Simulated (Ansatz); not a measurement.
One change: `[CH3][Ga]([CH3])[TeH]` becomes `[CH3][Ga]([CH3])[CH]=O`.

Ansatz, PBE0-D4/def2-TZVP geometries, multiplicity 1. Each molecule was computed in one conformer, which needn't be the lowest.

Elements past krypton have def2 core potentials. Scalar relativity is left out up to krypton.

| property | `[CH3][Ga]([CH3])[TeH]` |
| --- | --- |
| HOMO energy (B3LYP/def2-TZVPP) / eV | -6.25 |
| LUMO energy (PBE/def2-TZVPP) / eV | -1.62 |
| HOMO–LUMO gap (B3LYP/def2-TZVPP) / eV | 5.14 |
| HOMO–LUMO gap (PBE/def2-TZVPP) / eV | 3.86 |
| size of the dipole moment (B3LYP/def2-TZVPP) / D | 1.67 |
| size of the dipole moment (PBE/def2-TZVPP) / D | 1.61 |

Problem. What does the change do to each property? (Best estimate.)

Solution. The calculation gave: 
| property | `[CH3][Ga]([CH3])[CH]=O` | shift |
| --- | --- | --- |
| HOMO energy (B3LYP/def2-TZVPP) / eV | -6.00 | 0.25 |
| LUMO energy (PBE/def2-TZVPP) / eV | -2.17 | -0.55 |
| HOMO–LUMO gap (B3LYP/def2-TZVPP) / eV | 4.72 | -0.42 |
| HOMO–LUMO gap (PBE/def2-TZVPP) / eV | 2.68 | -1.18 |
| size of the dipole moment (B3LYP/def2-TZVPP) / D | 2.69 | 1.02 |
| size of the dipole moment (PBE/def2-TZVPP) / D | 2.45 | 0.84 |

With PBE0 the HOMO rises by 0.28 eV and the LUMO falls by 0.12 eV, so the gap narrows by about 0.40 eV. PBE moves the HOMO by 0.63 eV and ωB97M-V by 0.06 eV. Dipoles are sizes alone; their direction can turn.

B3LYP here is the variant with VWN-RPA as its local correlation; programs differ in this.

Spin–orbit coupling is left out; it splits and shifts lone-pair levels of the heavy atoms by tenths of an eV.
